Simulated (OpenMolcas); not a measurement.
Co2+ among 6 point charges of -1.76 e arranged as an octahedron (Oh), 1.85 Å from the ion. The active orbitals were held to one l.
```
   1.8500    0.0000    0.0000  -1.76
   0.0000    1.8500    0.0000  -1.76
  -1.8500    0.0000    0.0000  -1.76
   0.0000   -1.8500    0.0000  -1.76
   0.0000    0.0000    1.8500  -1.76
   0.0000    0.0000   -1.8500  -1.76
```

| Quantity | Value |
| --- | --- |
| Program | OpenMolcas |
| Method | CASSCF |
| Basis | ANO-RCC-VTZP [6s5p3d2f1g] |
| Scalar Hamiltonian | DKH2, point nucleus |
| Active space | 7 electrons in 5 orbitals (3d) |
| State averaging | 2S+1 = 4 even, 10 roots; 2S+1 = 2 even, 40 roots |
| Spin-orbit coupling | state interaction with AMFI integrals over the reference wave functions |

Task: What is the spin-free ground state (labels of O, the rotations of Oh)?

Result: 4T1, 3-fold in its orbital part, 97 % from free-ion F terms; it has the highest spin that d7 allows.

Task: Where is the first state of the same spin?

Result: 4T2 at 6280 cm-1 above the ground state.

Task: What are the lowest two levels with spin-orbit coupling?

Result: A 2-fold level Γ6 with g = 4.47, 4.47, 4.47, then a 4-fold level Γ8 350.0 cm-1 above it. Their leading multiplicities are 4 (100 %) and 4 (100 %).

Task: What is χT at 300 K, and how does it compare with the textbook value?

Result: The lowest level has 2S+1 = 4, for which the spin-only value is χT = S(S+1) / 2 = 1.875 cm3 K/mol (g = 2). The computed 3.605 at 300 K differs by +1.730, through orbital momentum, spin-orbit coupling and any other state in reach. With a threefold ground state the orbital momentum is unquenched, so the spin-only value is not expected to hold.

An orbital triplet at a regular site is open to Jahn-Teller coupling, which can distort the site and quench the lowest spin-orbit gaps and is left out. Without dynamic correlation the repulsion within the d shell is too large (B by tens of per cent), so at a given field states of lower spin stand too high. This is an electrostatic model: the charges have no orbitals. No measured value stands beside these numbers.
